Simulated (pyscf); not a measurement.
# [O=Si–F]•, doublet

Gas-phase minimum from PySCF at ωB97X-D3(BJ)/def2-SVP, one conformer. 

```xyz
3

O      1.0209    -0.9599    -0.3507
Si     0.1355     0.1064    -1.0131
F     -0.2115     1.5622    -0.3964
```
Charge 0, spin multiplicity 2.

Bonds (Å): O1–Si2 1.536, Si2–F3 1.619. Angles (°): O1–Si2–F3 125.7.

Properties at ωB97X-D3(BJ)/def2-SVP:

```
Item                                                                                                                                 Value
---------------------------------------------------------------------------------------------------------------------  -------------------
Harmonic wavenumbers, unscaled                                                                                         295, 851, 1199 cm⁻¹
Zero-point energy                                                                                                             3.4 kcal/mol
Rotational symmetry number                                                                                                               1
Entropy of this conformer at 298 K and 1 atm, rigid rotor and harmonic oscillator, modes under 100 cm⁻¹ raised to 100      266.0 J/(mol K)
Dipole moment                                                                                                                       2.50 D
Spin expectation value S2                                                                                                            0.756
```

Single-point totals, which compare only within one level (frozen core for MP2 and CC):

| level | total energy (hartree) |
|---|---|
| ωB97X-D3(BJ)/def2-TZVP | -464.69048 |
| PBE/def2-TZVP | -464.36047 |
| r²SCAN/def2-TZVP | -464.57220 |
| B3LYP-D3(BJ)/def2-TZVP | -464.69355 |
| PBE0-D3(BJ)/def2-TZVP | -464.37255 |
| M06-2X/def2-TZVP | -464.58876 |
| ωB97M-D3(BJ)/def2-TZVP | -464.74423 |
| UHF/def2-TZVPP | -463.34505 |
| MP2/def2-TZVPP | -463.92758 |
| CCSD/def2-TZVPP | -463.92506 |
| CCSD(T)/def2-TZVPP | -463.94950 |

The CCSD(T) − MP2 part came from Ansatz, without density fitting, on the same reference.
